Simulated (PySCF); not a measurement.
(Z)-1-bromobut-1-en-3-yne (C₄H₃Br), SMILES C#C/C=C\Br. Atoms are numbered in the order given.

```xyz
8

C     -1.0052     2.7888     0.0000
C     -0.0172     2.0829     0.0000
C      1.1585     1.2874     0.0000
C      1.2126    -0.0563     0.0000
Br    -0.2996    -1.1782     0.0000
H     -1.8855     3.4034     0.0000
H      2.1195     1.8161     0.0000
H      2.1593    -0.5981     0.0000
```
Charge 0, spin multiplicity 1.

Coordinates come from a B3LYP-D3(BJ)/def2-SVP optimisation.

All values below come from PBE/pcSseg-1 (PySCF).

GIAO shieldings, no solvent; atoms alike by connectivity are averaged. δ = σ(ref) − σ: ¹³C against TMS (σ = 182.0 ppm); ¹H against TMS (σ = 31.49 ppm), references at their B3LYP-D3(BJ)/def2-TZVP geometries, non-relativistic (without spin–orbit terms, shifts of atoms bonded to Cl or Br come out too high).

```json
[
 {"atoms": "C4", "nucleus": "¹³C", "count": "1", "δ (ppm)": "___"},
 {"atoms": "C3", "nucleus": "¹³C", "count": "1", "δ (ppm)": "___"},
 {"atoms": "C1", "nucleus": "¹³C", "count": "1", "δ (ppm)": "97.8"},
 {"atoms": "C2", "nucleus": "¹³C", "count": "1", "δ (ppm)": "85.2"},
 {"atoms": "H8", "nucleus": "¹H", "count": "1", "δ (ppm)": "6.75"},
 {"atoms": "H7", "nucleus": "¹H", "count": "1", "δ (ppm)": "6.29"},
 {"atoms": "H6", "nucleus": "¹H", "count": "1", "δ (ppm)": "___"}
]
```

Problem. Some entries are withheld; supply them. (Estimate from the structure and the level; the computed values follow.)

Solution. 
- C4, δ (ppm): 146.0
- H6, δ (ppm): 3.80
- C3, δ (ppm): 122.2
